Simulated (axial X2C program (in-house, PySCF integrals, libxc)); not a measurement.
## Working with the constants of PdH

A bond curve at the PBE0 level, 2c, was computed with an axial X2C code built on PySCF integrals (basis Pd dyall-cv3z [12s12p8d5f3g], H dyall-v3z [6s2p1d] (cores contracted in-house)) for the state Ω = 1/2 (⟨Sz⟩ = 0.49, ⟨Lz⟩ = 0.01 at PBE0). Its fit gives Re = 1.5344 Å, ωe = 2014.5 cm⁻¹, ωexe = 36.6 cm⁻¹ and αe = 2.220e-01 cm⁻¹; the masses are 105.9035 and 1.0078 u. Two-component means X2C with spin–orbit coupling and atomic mean-field Coulomb and Gaunt terms.

Problem. Find the reduced mass, Be and the force constant.

Solution. From the PBE0 values: μ = 0.9983 u. Be = 16.8576/(μ Re²) = 7.172 cm⁻¹. k = 5.8918×10⁻⁷ μ ωe² = 2.39 mdyn/Å.

Problem. A Morse curve ties αe to the other constants (Pekeris). How well does that hold?

Solution. αe(Morse) = 6Be²/ωe × (√(ωexe/Be) − 1) = 1.929e-01 cm⁻¹; the PBE0 curve gives 2.220e-01 cm⁻¹, a ratio of 0.87.

Problem. Scale the constants to the deuteride (D 2.0141 u) within the Born–Oppenheimer picture.

Solution. ρ = √(μH/μD) = 0.7107; ωe = 1431.7, ωexe = 18.5, Be = 3.623 cm⁻¹; the zero-point energy falls by 287 cm⁻¹.

Problem. Where do the fundamental and the first overtone lie?

Solution. ν(1←0) = ωe − 2ωexe = 1941.3 cm⁻¹; ν(2←0) = 2ωe − 6ωexe = 3809.4 cm⁻¹.

Problem. Estimate De from a Morse curve and compare with the computed well depth of 2.423 eV to Pd + H.

Solution. De(Morse) = ωe²/(4ωexe) = 3.437 eV against 2.423 eV computed, a ratio of 1.42. The extrapolation overshoots: the well softens faster than a Morse curve, or the lowest atomic limit lies below the one to which the curve heads.

The state is one determinant whose occupation by symmetry is held fixed; it was picked as the lowest of a PBE0 search that is not exhaustive. De is counted from the lowest determinant-based energies of the atoms at the same level, without counterpoise correction. Density functionals use the spin component along the axis (collinear).
